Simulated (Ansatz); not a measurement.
Molecule: sum formula H$_{2}$SiO$_{3}$Cl (charge 0, doublet). It need not be the lowest isomer of its formula. 
Structure (B3LYP-D3(BJ)/def2-TZVP (Ansatz, an electronic-structure program) minimum search):
SMILES: [O][Si](O)(O)Cl
```xyz
7

Si    -0.0962    -0.1320    -0.3605
Cl     0.4061     0.5507     1.5171
O     -0.6465     1.3154    -0.9294
O      1.1583    -0.7615    -1.1671
O     -1.1888    -1.3263    -0.3339
H      1.9090    -0.1913    -1.3530
H     -2.0495    -1.1438     0.0523
```
Charge 0, spin multiplicity 2.

Total electronic energies in hartree. Valence correlation only, unless marked. UHF or UKS for open shells. No spin-orbit coupling. Non-relativistic. CBS(X,Y): correlation extrapolated as X^-3; Hartree-Fock from the larger set (for Q and 5 zeta extrapolated as (X+1)exp(-9√X)).

```json
[
 {"level": "HF/cc-pVTZ", "program": "Ansatz", "energy (Eh)": "-974.47672"},
 {"level": "PBE-D3(BJ)/def2-TZVPD", "program": "Ansatz + dftd3", "energy (Eh)": "-976.25878"},
 {"level": "PBE-D4/def2-TZVPD", "program": "Ansatz + dftd4", "energy (Eh)": "-976.25970"},
 {"level": "revPBE-D3(BJ)/def2-TZVPD", "program": "Ansatz + dftd3", "energy (Eh)": "-976.61370"},
 {"level": "revPBE-D4/def2-TZVPD", "program": "Ansatz + dftd4", "energy (Eh)": "-976.61929"},
 {"level": "B97M-V/def2-TZVPD", "program": "Ansatz", "energy (Eh)": "___"},
 {"level": "CAM-B3LYP-D4/def2-TZVPD", "program": "Ansatz + dftd4", "energy (Eh)": "-976.78655"},
 {"level": "CAM-B3LYP/def2-TZVPD", "program": "Ansatz", "energy (Eh)": "-976.78091"},
 {"level": "LC-wPBE-D4/def2-TZVPD", "program": "Ansatz + dftd4", "energy (Eh)": "-976.48073"},
 {"level": "RI-MP2/cc-pV(Q+d)Z", "program": "Ansatz", "energy (Eh)": "-975.56079"},
 {"level": "SCS-MP2/cc-pV(D+d)Z", "program": "Ansatz", "energy (Eh)": "-975.07037"},
 {"level": "SCS-MP2/cc-pVTZ", "program": "Ansatz", "energy (Eh)": "-975.41726"},
 {"level": "CCSD/cc-pV(Q+d)Z", "program": "Ansatz", "energy (Eh)": "-975.58614"},
 {"level": "CCSD(T)/cc-pwCVTZ", "program": "Ansatz", "energy (Eh)": "-975.54036"},
 {"level": "CCSD(T)/CBS(cc-pV(Q+d)Z,cc-pV(5+d)Z)", "program": "Ansatz", "energy (Eh)": "-975.6963"}
]
```

**Question.** Fill in the missing entries.

**Answer.** 
- B97M-V/def2-TZVPD, energy (Eh): -976.56677
